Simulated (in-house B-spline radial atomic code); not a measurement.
Configurations of Xe⁶⁺, with energies counted from [Kr] 4d10 5s2. All numbers are computed (scalar-relativistic (X2C) B3LYP, spin-polarised, spherical fractional occupations; Fermi nucleus of rms radius 4.7859 fm) with a radial B-spline atomic code at the basis-set limit, not measured. Caution: exact exchange at fractional occupations of open shells leaves self-interaction of up to several eV. Shells without spins written out take the highest spin.

Occupations are held fixed; configurations that lie above the ionisation limit could autoionise.

```
                              configuration  E - E(ref) (eV)  highest orbital  its <r> (bohr)
                          [Kr] 4d10 5s1 5p1           14.534            5p up           1.819
[Kr] 4d10 4f(0 up, 1 down) 5s(1 up, 0 down)           35.515          4f down            1.41
                          [Kr] 4d10 5s1 6p1           50.541            6p up           3.348
                           [Kr] 4d9 5s2 5d1           90.709            5d up           2.185
 [Kr] 4d(5 up, 4 down) 5s2 6d(1 up, 0 down)           114.37            6d up            3.92
             [Ar] 3d10 4s2 4p5 4d10 5s2 6p1           190.52            6p up           3.294
              [Ar] 3d9 4s2 4p6 4d10 4f1 5s2           702.18            4f up           1.242
```

Question: Order these further configurations by energy, lowest first.
A. [Kr] 4d9 5s2 6p1
B. [Ar] 3d9 4s2 4p6 4d10 5s2 6p1
C. [Kr] 4d10 5s(0 up, 1 down) 5d(0 up, 1 down)
D. [Kr] 4d10 5s1 6s1
E. [Kr] 4d10 5s(1 up, 0 down) 5f(0 up, 1 down)

Answer: C (36.465 eV), D (44.093 eV), E (57.452 eV), A (105.36 eV), B (722.53 eV).

Question: How far above the reference does [Ar] 3d9 4s2 4p6 4d10 5s2 5f1 lie?

Answer: 728.82 eV; its least bound orbital is 5f up with <r> = 3.011 bohr.

Question: How far above the reference does [Ar] 3d10 4s2 4p5 4d10 5s2 5d1 lie?

Answer: 175.82 eV; its least bound orbital is 5d up with <r> = 2.18 bohr.
